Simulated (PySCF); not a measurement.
Bi(H)2(OH), SMILES [OH][BiH2] (B3LYP/def2-SVP optimised geometry):

```
5

Bi    -0.781    -1.257     0.000
H      1.045    -1.257     0.000
H     -0.740    -1.481     1.811
O     -1.045     0.845     0.000
H     -0.445     1.257     0.638
```

Level of theory: B3LYP/def2-TZVP, def2 effective core potentials past Kr in PySCF 2.14.0.

Q: What are the frontier orbital energies and the dipole moment?

A: HOMO-2 -8.82 eV, HOMO-1 -7.81 eV, HOMO -7.74 eV, LUMO -1.59 eV, LUMO+1 -0.42 eV; dipole moment 1.89 D.

On the same geometry PySCF with PBE/def2-TZVP, def2 effective core potentials past Kr gives HOMO-2 -7.65 eV, HOMO-1 -6.89 eV, HOMO -6.41 eV, LUMO -2.10 eV, LUMO+1 -0.87 eV; dipole moment 1.69 D.
